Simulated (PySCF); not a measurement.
PySCF input file for C₄H₂Br₂, SMILES C#C/C(Br)=C\Br, TDA-LC-ωPBE/def2-SVPD. Geometry: PBE0-D3(BJ)/def2-SVP. The structure was generated by enumeration; whether it is a known compound was not checked.

```python
import numpy as np
from pyscf import gto, scf, dft, tdscf

mol = gto.M(
    atom='''
    C     2.79598220   -0.15915131   -0.00000000
    C     1.58970866   -0.28772354    0.00000000
    C     0.18706721   -0.46290702    0.00000000
    Br   -0.41827920   -2.26193086   -0.00000000
    C    -0.73701611    0.51336886   -0.00000000
    Br   -0.29806450    2.32245335    0.00000000
    H     3.86374616   -0.03734669   -0.00000000
    H    -1.80616822    0.29753753   -0.00000000
    ''',
    basis='def2-SVPD',
    charge=0,
    spin=0,
    symmetry=True,
    max_memory=1600,
    verbose=4,
)
mf = dft.RKS(mol, xc='lc_wpbe').density_fit(auxbasis='def2-universal-jkfit')
mf.grids.level = 3
mf.conv_tol = 1e-9
mf.max_cycle = 100
mf.kernel()
mf.grids = dft.Grids(mol).set(level=1).build(with_non0tab=True)  # coarser grid for the response kernel
td = tdscf.TDA(mf)
td.singlet = True
td.nstates = 10
td.conv_tol = 1e-4
td.positive_eig_threshold = 1e-6
td.kernel(x0=td.get_init_guess(mf, 15))
td.analyze()
tt = tdscf.TDA(mf)
tt.singlet = False
tt.nstates = 4
tt.conv_tol = 1e-4
tt.positive_eig_threshold = 1e-6
tt.kernel(x0=tt.get_init_guess(mf, 9))
tt.analyze(verbose=3)
```

Log of the run:

```
PySCF version 2.14.0

[INPUT] verbose = 4
[INPUT] num. atoms = 8
[INPUT] num. electrons = 96
[INPUT] charge = 0
[INPUT] spin (= nelec alpha-beta = 2S) = 0
[INPUT] symmetry True subgroup None
[INPUT] Mole.unit = angstrom
[INPUT] Symbol           X                Y                Z      unit          X                Y                Z       unit  Magmom
[INPUT]  1 C      2.795982200000  -0.159151310000   0.000000000000 AA    5.283640607159  -0.300752388266   0.000000000000 Bohr   0.0
[INPUT]  2 C      1.589708660000  -0.287723540000   0.000000000000 AA    3.004113985249  -0.543718690190   0.000000000000 Bohr   0.0
[INPUT]  3 C      0.187067210000  -0.462907020000   0.000000000000 AA    0.353505793786  -0.874767488939   0.000000000000 Bohr   0.0
[INPUT]  4 Br    -0.418279200000  -2.261930860000   0.000000000000 AA   -0.790433131602  -4.274429838102   0.000000000000 Bohr   0.0
[INPUT]  5 C     -0.737016110000   0.513368860000   0.000000000000 AA   -1.392758597292   0.970126546280   0.000000000000 Bohr   0.0
[INPUT]  6 Br    -0.298064500000   2.322453350000   0.000000000000 AA   -0.563260272455   4.388800768579   0.000000000000 Bohr   0.0
[INPUT]  7 H      3.863746160000  -0.037346690000   0.000000000000 AA    7.301422057240  -0.070575015759   0.000000000000 Bohr   0.0
[INPUT]  8 H     -1.806168220000   0.297537530000   0.000000000000 AA   -3.413163270693   0.562264443480   0.000000000000 Bohr   0.0

nuclear repulsion = 566.627002792044
point group symmetry = Cs
symmetry origin: [ 3.93692936e-09 -1.37792506e-09  0.00000000e+00]
symmetry axis x: [1.00000000e+00 1.21298678e-09 0.00000000e+00]
symmetry axis y: [-1.21298678e-09  1.00000000e+00  0.00000000e+00]
symmetry axis z: [0. 0. 1.]
num. orbitals of irrep A' = 124
num. orbitals of irrep A" = 54
number of shells = 70
number of NR pGTOs = 306
number of NR cGTOs = 178
basis = def2-SVPD
ecp = {}


******** <class 'pyscf.df.df_jk.DFSymAdaptedRKS'> ********
method = DFSymAdaptedRKS
initial guess = minao
damping factor = 0
level_shift factor = 0
DIIS = <class 'pyscf.scf.diis.CDIIS'>
diis_start_cycle = 1
diis_space = 8
diis_damp = 0
SCF conv_tol = 1e-09
SCF conv_tol_grad = None
SCF max_cycles = 100
direct_scf = False
XC library pyscf.dft.libxc version 7.1.2
    S. Lehtola, C. Steigemann, M. J. T. Oliveira, and M. A. L. Marques,  SoftwareX 7, 1–5 (2018)
XC functionals = lc_wpbe
    O. A. Vydrov and G. E. Scuseria,  J. Chem. Phys. 125, 234109 (2006)
radial grids:
    Treutler-Ahlrichs [JCP 102, 346 (1995); DOI:10.1063/1.469408] (M4) radial grids

becke partition: Becke, JCP 88, 2547 (1988); DOI:10.1063/1.454033
pruning grids: <function nwchem_prune>
grids dens level: 3
symmetrized grids: True
atomic radii adjust function: <function treutler_atomic_radii_adjust>
small_rho_cutoff = 0
Freeze 0 electrons in irreps []
    96 free electrons in irreps A' A"
Set gradient conv threshold to 3.16228e-05
Initial guess from minao.
tot grids = 116936
Create RSH-DF object <pyscf.df.df.DF object> for omega=0.4
******** <class 'pyscf.df.df.DF'> ********
auxbasis = auxmol.basis = def2-universal-jkfit
init E= -5299.08960836702
HOMO (A") = -0.254524863002231  LUMO (A") = -0.0560502642535101  gap/eV = 5.40077
cycle= 1 E= -5300.20688759559  delta_E= -1.12  |g|= 0.493  |ddm|= 10.1
HOMO (A") = -0.385676688612619  LUMO (A") = -0.0587986543612864  gap/eV = 8.89480
cycle= 2 E= -5300.22552366057  delta_E= -0.0186  |g|= 0.445  |ddm|= 3.13
HOMO (A") = -0.349861895348643  LUMO (A") = 0.012654080897204  gap/eV = 9.86456
cycle= 3 E= -5300.2750211027  delta_E= -0.0495  |g|= 0.0982  |ddm|= 1.66
HOMO (A") = -0.35372983815076  LUMO (A") = 0.0112201530182472  gap/eV = 9.93080
cycle= 4 E= -5300.27708779256  delta_E= -0.00207  |g|= 0.0431  |ddm|= 0.288
HOMO (A") = -0.35462391297841  LUMO (A") = 0.012011573475684  gap/eV = 9.97666
cycle= 5 E= -5300.27758605397  delta_E= -0.000498  |g|= 0.0121  |ddm|= 0.214
HOMO (A") = -0.354540820355667  LUMO (A") = 0.0128220236405361  gap/eV = 9.99645
cycle= 6 E= -5300.27763016536  delta_E= -4.41e-05  |g|= 0.00375  |ddm|= 0.0583
HOMO (A") = -0.354640249745241  LUMO (A") = 0.0128607115751289  gap/eV = 10.00021
cycle= 7 E= -5300.27763658582  delta_E= -6.42e-06  |g|= 0.00122  |ddm|= 0.0174
HOMO (A") = -0.354689226298702  LUMO (A") = 0.0129166231433531  gap/eV = 10.00306
cycle= 8 E= -5300.27763733665  delta_E= -7.51e-07  |g|= 0.000544  |ddm|= 0.00467
HOMO (A") = -0.354717771127409  LUMO (A") = 0.0129426140389093  gap/eV = 10.00455
cycle= 9 E= -5300.27763746019  delta_E= -1.24e-07  |g|= 0.000114  |ddm|= 0.00194
HOMO (A") = -0.354720441221406  LUMO (A") = 0.0129466031487988  gap/eV = 10.00473
cycle= 10 E= -5300.27763746754  delta_E= -7.34e-09  |g|= 2.63e-05  |ddm|= 0.000807
HOMO (A") = -0.354719761938241  LUMO (A") = 0.0129498018975687  gap/eV = 10.00480
cycle= 11 E= -5300.27763746833  delta_E= -7.98e-10  |g|= 1.19e-05  |ddm|= 0.000173
HOMO (A") = -0.354721204113116  LUMO (A") = 0.0129479978824385  gap/eV = 10.00479
Extra cycle  E= -5300.27763746845  delta_E= -1.19e-10  |g|= 6.7e-06  |ddm|= 8.3e-05
converged SCF energy = -5300.27763746845
tot grids = 40328
Overwritten attributes  positive_eig_threshold  of <class 'pyscf.tdscf.rks.TDA'>


******** <class 'pyscf.tdscf.rks.TDA'> for <class 'pyscf.df.df_jk.DFSymAdaptedRKS'> ********
nstates = 10 singlet
deg_eia_thresh = 1.000e-03
wfnsym = None
conv_tol = 0.0001
eigh lindep = 1e-12
eigh level_shift = 0
eigh max_cycle = 100


Excitation energies (eV)
[5.16703417 5.51330254 5.5407556  6.13798102 6.33643298 6.48178843
 6.50886764 6.53897168 6.84688716 6.94217854]

** Singlet excitation energies and oscillator strengths **
Excited State   1:   A"      5.16703 eV    239.95 nm  f=0.0000
      48 -> 50       -0.63897
      48 -> 54        0.14663
      48 -> 56       -0.10382
Excited State   2:   A'      5.51330 eV    224.88 nm  f=0.3516
      45 -> 49        0.11029
      47 -> 50        0.15204
      48 -> 49       -0.63642
Excited State   3:   A"      5.54076 eV    223.77 nm  f=0.0001
      44 -> 49       -0.30908
      44 -> 61       -0.10385
      47 -> 49        0.58593
      47 -> 61        0.10791
Excited State   4:   A"      6.13798 eV    202.00 nm  f=0.0005
      43 -> 50       -0.12080
      45 -> 50       -0.28015
      45 -> 51       -0.11860
      45 -> 54        0.13144
      47 -> 49        0.10147
      48 -> 51        0.44847
      48 -> 54       -0.11663
      48 -> 56       -0.23037
      48 -> 59        0.18819
Excited State   5:   A'      6.33643 eV    195.67 nm  f=0.0788
      44 -> 50        0.11909
      45 -> 49        0.35373
      46 -> 50        0.19884
      47 -> 50        0.43868
      47 -> 51        0.12169
      47 -> 54       -0.11116
      48 -> 49        0.21213
Excited State   6:   A"      6.48179 eV    191.28 nm  f=0.0002
      43 -> 50        0.16166
      43 -> 51       -0.11671
      43 -> 56        0.10349
      45 -> 50       -0.46033
      45 -> 51       -0.14519
      45 -> 54        0.12290
      48 -> 51       -0.30566
      48 -> 60        0.18848
      48 -> 62        0.11820
Excited State   7:   A"      6.50887 eV    190.49 nm  f=0.0000
      44 -> 49       -0.30889
      46 -> 49        0.58348
      47 -> 49       -0.21052
Excited State   8:   A'      6.53897 eV    189.61 nm  f=0.0247
      44 -> 50       -0.40522
      45 -> 49        0.39993
      46 -> 50       -0.17862
      47 -> 50       -0.20097
      47 -> 56       -0.10184
      48 -> 49        0.10344
Excited State   9:   A"      6.84689 eV    181.08 nm  f=0.0007
      44 -> 49       -0.52151
      46 -> 49       -0.37541
      47 -> 49       -0.25539
Excited State  10:   A'      6.94218 eV    178.60 nm  f=0.0001
      44 -> 51        0.10381
      46 -> 50        0.39241
      46 -> 51       -0.37731
      46 -> 56        0.20351
      46 -> 59       -0.13850
      47 -> 50       -0.15718
      47 -> 51        0.20626

** Transition electric dipole moments (AU) **
state          X           Y           Z        Dip. S.      Osc.
  1         0.0000      0.0000      0.0196      0.0004      0.0000
  2        -0.9461      1.3070      0.0000      2.6033      0.3516
  3        -0.0000     -0.0000     -0.0261      0.0007      0.0001
  4         0.0000      0.0000     -0.0599      0.0036      0.0005
  5         0.3149     -0.6393      0.0000      0.5078      0.0788
  6         0.0000     -0.0000      0.0356      0.0013      0.0002
  7         0.0000     -0.0000     -0.0104      0.0001      0.0000
  8        -0.1528     -0.3617      0.0000      0.1542      0.0247
  9         0.0000     -0.0000      0.0663      0.0044      0.0007
 10        -0.0108      0.0214     -0.0000      0.0006      0.0001

** Transition velocity dipole moments (imaginary part, AU) **
state          X           Y           Z        Dip. S.      Osc.
  1         0.0000     -0.0000     -0.0378      0.0014      0.0050
  2        -0.0161      0.1259      0.0000      0.0161      0.0530
  3        -0.0000     -0.0000      0.0078      0.0001      0.0002
  4         0.0000      0.0000      0.0425      0.0018      0.0053
  5         0.0856     -0.0943      0.0000      0.0162      0.0464
  6         0.0000     -0.0000     -0.1113      0.0124      0.0347
  7         0.0000     -0.0000     -0.0020      0.0000      0.0000
  8        -0.0866     -0.0096      0.0000      0.0076      0.0211
  9         0.0000     -0.0000      0.0116      0.0001      0.0004
 10        -0.0832      0.0143     -0.0000      0.0071      0.0186

** Transition magnetic dipole moments (imaginary part, AU) **
state          X           Y           Z
  1        -0.2283      0.0052      0.0000
  2        -0.0000     -0.0000      0.3297
  3        -0.3631      0.0696     -0.0000
  4         0.0144     -0.1044      0.0000
  5        -0.0000     -0.0000      0.2222
  6         0.1619      0.0450     -0.0000
  7        -0.1439     -0.5626     -0.0000
  8        -0.0000      0.0000     -0.1226
  9        -0.2182     -0.1928     -0.0000
 10        -0.0000      0.0000      0.1254


******** <class 'pyscf.tdscf.rks.TDA'> for <class 'pyscf.df.df_jk.DFSymAdaptedRKS'> ********
nstates = 4 triplet
deg_eia_thresh = 1.000e-03
wfnsym = None
conv_tol = 0.0001
eigh lindep = 1e-12
eigh level_shift = 0
eigh max_cycle = 100


Excitation energies (eV)
[3.0175447  4.63755728 4.97098642 5.05630386]

** Triplet excitation energies and oscillator strengths **
Excited State   1:   A'      3.01754 eV    410.88 nm  f=0.0000
Excited State   2:   A"      4.63756 eV    267.35 nm  f=0.0000
Excited State   3:   A'      4.97099 eV    249.42 nm  f=0.0000
Excited State   4:   A"      5.05630 eV    245.21 nm  f=0.0000
```

Self-consistency was reached.
